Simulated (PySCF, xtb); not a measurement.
AlF2Br, SMILES [Al]([Br])([F])[F].

Harmonic wavenumbers (cm⁻¹) from GFN2-xTB (xtb) at its own minimum, in rising order: 129, 169, 243, 424, 779, 865.

Question: What does B3LYP-D3(BJ)/def2-SVP (PySCF) give at its own minimum? (The exact figures need the calculation; the answer reports its results.)

Answer: 167, 216, 253, 413, 829, 971. Paired by order, the mean absolute difference is 44 cm⁻¹ and the zero-point energies are 3.7 and 4.1 kcal/mol.
